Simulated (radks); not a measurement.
Effect of the nuclear size on neutral lead, [Hg] 6p2. Method: Dirac Kohn-Sham, LDA (Slater exchange, Perdew-Wang correlation), spin-unpolarised, spherical densities, finite nucleus; open shells fill j = l - 1/2 first; Fermi nuclear charge, rms radius 5.5012 fm; computed with a radial shooting solver on a logarithmic mesh with Libxc functionals. The rms radius is varied about that value; shifts are against it.

rms radius (fm),total energy shift (eV),density at nucleus (e/bohr^3),1s1/2 shift (meV),2s1/2 shift (meV),5s1/2 shift (meV),5p1/2 shift (meV),6s1/2 shift (meV),6p1/2 shift (meV),7s1/2 (empty) shift (meV)
4.577,-40.7,2.951e+06,-16200,-2460,-29.8,0.541,-2.91,0.398,-0.219
5.1711,-15.0,2.799e+06,-5990,-910,-11.0,0.199,-1.07,0.147,-0.081
5.5012,0,2.725e+06,0.000,0.000,0.000,0.000,0.000,0.000,0.000
6.0403,25.7,2.616e+06,10200,1550,18.8,-0.336,1.83,-0.251,0.138
6.2549,36.3,2.577e+06,14400,2190,26.5,-0.474,2.59,-0.354,0.195

Slopes of the eigenvalues against <r^2> in GHz/fm^2, as finite differences over the two radii next to the reference (eigenvalue slopes, not the field-shift constants of lines): 1s1/2 402000, 2s1/2 61100, 5s1/2 739, 5p1/2 -13.3, 6s1/2 72.0, 6p1/2 -9.86, 7s1/2 (empty) 5.42.
